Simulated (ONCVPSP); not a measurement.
Reading a pseudo-wave (C (Z = 6))

Columns: radius, all-electron u(r) and pseudo u(r) of the 2p shell (level -5.29 eV) of carbon in the configuration [He] 2s2 2p2; PBE, scalar-relativistic, ONCV scheme, ONCVPSP 4.0.1.

```json
{"r (bohr)": "0.078", "all-electron": "0.0307", "pseudo": "0.0112"}
{"r (bohr)": "0.155", "all-electron": "0.0978", "pseudo": "0.0435"}
{"r (bohr)": "0.232", "all-electron": "0.1798", "pseudo": "0.0950"}
{"r (bohr)": "0.310", "all-electron": "0.2653", "pseudo": "0.1633"}
{"r (bohr)": "0.388", "all-electron": "0.3468", "pseudo": "0.2433"}
{"r (bohr)": "0.465", "all-electron": "0.4198", "pseudo": "0.3282"}
{"r (bohr)": "0.542", "all-electron": "0.4838", "pseudo": "0.4135"}
{"r (bohr)": "0.620", "all-electron": "0.5394", "pseudo": "0.4952"}
{"r (bohr)": "0.698", "all-electron": "0.5863", "pseudo": "0.5683"}
{"r (bohr)": "0.775", "all-electron": "0.6244", "pseudo": "0.6293"}
{"r (bohr)": "0.852", "all-electron": "0.6546", "pseudo": "0.6780"}
{"r (bohr)": "0.930", "all-electron": "0.6776", "pseudo": "0.7141"}
{"r (bohr)": "1.008", "all-electron": "0.6937", "pseudo": "0.7368"}
{"r (bohr)": "1.085", "all-electron": "0.7036", "pseudo": "0.7466"}
{"r (bohr)": "1.162", "all-electron": "0.7083", "pseudo": "0.7452"}
{"r (bohr)": "1.240", "all-electron": "0.7084", "pseudo": "0.7351"}
{"r (bohr)": "1.318", "all-electron": "0.7046", "pseudo": "0.7198"}
{"r (bohr)": "1.395", "all-electron": "0.6977", "pseudo": "0.7036"}
{"r (bohr)": "1.472", "all-electron": "0.6880", "pseudo": "0.6891"}
{"r (bohr)": "1.550", "all-electron": "0.6761", "pseudo": "0.6761"}
{"r (bohr)": "1.628", "all-electron": "0.6623", "pseudo": "0.6623"}
{"r (bohr)": "1.705", "all-electron": "0.6473", "pseudo": "0.6473"}
{"r (bohr)": "1.782", "all-electron": "0.6311", "pseudo": "0.6311"}
{"r (bohr)": "1.860", "all-electron": "0.6139", "pseudo": "0.6139"}
{"r (bohr)": "1.938", "all-electron": "0.5962", "pseudo": "0.5962"}
{"r (bohr)": "2.015", "all-electron": "0.5782", "pseudo": "0.5782"}
```

**Question.** How many radial nodes do the two functions have?

**Answer.** The all-electron 2p function has n − l − 1 = 0; the pseudo-wave has 0.

**Question.** At about which radius was the pseudo-wave matched?

**Answer.** 1.55 bohr, where the columns begin to agree (steps of 0.08 bohr).

**Question.** Is the pseudo-wave norm-conserving?

**Answer.** Yes: the ONCV scheme keeps the norm inside the radius equal to the all-electron one, which fixes the energy derivative of the logarithmic derivative at the level.
